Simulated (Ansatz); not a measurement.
A set of 12 reactions (atomization), with CCSD(T)/CBS values in kJ/mol:

| reaction | ΔE |
| --- | --- |
| `BOBF` → 2 B• + F• + 3 H• + O• | 2902.6 |
| `CC1(C)CC1` → 5 C• + 10 H• | 6046.8 |
| `O=COC=S` → 2 C• + 2 H• + 2 O• + S• | 2930.2 |
| `[CH3][Al]([Cl])[Br]` → Al• + Br• + C• + Cl• + 3 H• | 2411.9 |
| `C[S][Ge]([CH3])([F])[F]` → 2 C• + 2 F• + Ge• + 6 H• + S• | 4441.7 |
| `C=NCO[SiH3]` → 2 C• + 7 H• + N• + O• + Si• | 4447.8 |
| `CCCCCCCC=O` → 8 C• + 16 H• + O• | 10215.1 |
| `NCCC=O` → 3 C• + 7 H• + N• + O• | 4751.6 |
| `COB(S)Cl` → B• + C• + Cl• + 4 H• + O• + S• | 3417.4 |
| `[F][GeH]([Cl])[N]([SiH3])[SiH3]` → Cl• + F• + Ge• + 7 H• + N• + 2 Si• | 4134.5 |
| `[OH+]1[InH2-][OH+][InH2-]1` → 6 H• + 2 In• + 2 O• | 2788.9 |
| `[NH2][GeH]1[CH2][S]1` → C• + Ge• + 5 H• + N• + S• | 2975.8 |

Gas-phase electronic energies from Ansatz, PBE0-D4/def2-TZVP geometries. CBS: MP2 limit from def2 TZ/QZ plus the TZ coupled-cluster correction, frozen cores. Small cases extrapolate CCSD(T) itself. Functionals use def2-TZVPP. Open shells (•) are unrestricted, without spin–orbit coupling. Spin–orbit coupling would lower the free atoms: a little for Al, B, C, Cl, F, O, S, Si; clearly for Br, Ge; strongly for In. Elements past krypton have def2 core potentials. For Br, Ge, In outer-core shells are correlated without core-valence functions, so the limit isn't a true one: a few kJ/mol of doubt a bond, and 10 to 20 or more in all where bonds break to atoms. Scalar relativity is left out up to krypton. One conformer a species, not always the lowest.

**Question.** Give the mean, mean absolute and largest difference (level minus CCSD(T)/CBS, kJ/mol) for: PBE-D4, r2SCAN-D4, ωB97X-V, ωB97M-V, B2PLYP, PBE, r2SCAN, MP2/def2-TZVPP, SCS-MP2/def2-TZVPP, CCSD/def2-TZVPP, CCSD(T)/def2-TZVPP, SCS-MP2/def2-QZVPP, MP2/CBS(def2), CCSD/CBS(def2). (An estimate is asked.)

**Answer.** The calculation gave: 
```tsv
level	mean	mean absolute	largest
PBE-D4	76.3	95.1	224.9
r2SCAN-D4	8.1	22.8	-50.1
ωB97X-V	10.0	15.8	-25.5
ωB97M-V	8.1	20.7	-35.4
B2PLYP	-52.7	53.2	-112.6
PBE	52.2	83.6	172.9
r2SCAN	2.0	21.2	-55.2
MP2/def2-TZVPP	-35.7	45.7	-88.4
SCS-MP2/def2-TZVPP	-60.0	60.0	-132.0
CCSD/def2-TZVPP	-173.8	173.8	-347.4
CCSD(T)/def2-TZVPP	-108.0	108.0	-215.9
SCS-MP2/def2-QZVPP	12.1	18.0	34.5
MP2/CBS(def2)	72.3	72.3	127.4
CCSD/CBS(def2)	-66.4	66.4	-131.6
```

The largest T1 diagnostic in the set is 0.018, for `O=COC=S` (customary mark 0.02).

CCSD(T)/CBS is a level of theory with its own doubt, and the functionals carry their triple-zeta basis error, so these figures describe this set and don't rank the functionals.
